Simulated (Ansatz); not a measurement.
Cost and result for the atomization energy of BH7O2SSi2 (`[SiH3]OB(S)O[SiH3]`) (13 atoms, 12 bonds).

```xyz
13

Si   -1.003    1.396    0.932
O    -1.257   -0.129    0.365
B    -0.658   -1.054   -0.427
S    -1.595   -2.511   -0.989
O     0.630   -0.977   -0.848
Si    2.044   -0.194   -0.551
H    -2.312    2.089    0.948
H    -0.061    2.126    0.044
H    -0.446    1.329    2.305
H    -2.741   -2.165   -0.385
H     2.226    0.891   -1.545
H     3.141   -1.182   -0.668
H     2.033    0.382    0.820
```

Charge 0, multiplicity 1. The geometry is a stationary point of PBE0-D4/def2-TZVP. It is one conformer, not always the lowest. Program: Ansatz. All runs use 2 threads of an AMD EPYC 7R13 on a shared host and a share of an NVIDIA H100 80 GB. Times are those of one run each, without the atoms' runs, and a repeat can differ threefold. Electronic energies, without spin–orbit coupling; frozen cores. CCSD(T)/CBS adds CCSD(T) − MP2 in def2-TZVPP to the MP2 limit, and its time is that of the two runs behind it. T1 = 0.013. B3LYP takes the VWN-RPA correlation (the form of Gaussian; ORCA's B3LYP/G).

CCSD(T)/CBS is a level of theory with its own doubt, some kJ/mol a heavy atom from the limit and from the frozen cores, so smaller differences don't rank the functionals.

```tsv
level	functions	wall time
PBE0-D4/def2-TZVPP	317	4.2 s
PBE-D4/def2-TZVPP (with forces)	317	5.5 s
r2SCAN-D4/def2-TZVPP (with forces)	317	5.5 s
B3LYP-D4/def2-TZVPP (with forces)	317	7.5 s
MP2/def2-QZVPP	591	8 s
ωB97X-V/def2-TZVPP	317	8.1 s
B2PLYP/def2-TZVPP	317	9.5 s
CCSD(T)/def2-TZVPP	317	11 s
ωB97M-V/def2-TZVPP (with forces)	317	12 s
CCSD(T)/CBS(def2)	–	19 s
```

**Question.** What atomization energy does each give, and how far from CCSD(T)/CBS? (Estimate.)

**Answer.** Ansatz gave: 
| level | atomization (kJ/mol) | difference from CCSD(T)/CBS | per bond |
| --- | --- | --- | --- |
| PBE0-D4/def2-TZVPP | 4677.4 | -57.1 | -4.8 |
| PBE-D4/def2-TZVPP (with forces) | 4733.8 | -0.7 | -0.1 |
| r2SCAN-D4/def2-TZVPP (with forces) | 4743.2 | 8.7 | 0.7 |
| B3LYP-D4/def2-TZVPP (with forces) | 4720.9 | -13.6 | -1.1 |
| MP2/def2-QZVPP | 4759.6 | 25.1 | 2.1 |
| ωB97X-V/def2-TZVPP | 4755.3 | 20.8 | 1.7 |
| B2PLYP/def2-TZVPP | 4671.1 | -63.4 | -5.3 |
| CCSD(T)/def2-TZVPP | 4604.9 | -129.6 | -10.8 |
| ωB97M-V/def2-TZVPP (with forces) | 4750.0 | 15.5 | 1.3 |
| CCSD(T)/CBS(def2) | 4734.5 | 0.0 | 0.0 |

The D4 term adds +55.9 kJ/mol with B3LYP and +29.9 kJ/mol with PBE0; it sums over pairs of atoms, weighted by their polarisabilities, and B3LYP, whose exchange is more repulsive, gets the larger term. In def2-TZVPP, CCSD(T) changes the Hartree–Fock value by +1050.2 kJ/mol (the triples alone add +60.1 kJ/mol) and MP2 by +1126.9 kJ/mol; breaking electron pairs costs correlation energy, which Hartree–Fock lacks. From PBE to PBE0 (25 % exact exchange), in def2-TZVPP and without D4, the atomization energy moves by −51.6 kJ/mol: exact exchange takes away binding that semilocal exchange gives to molecules.
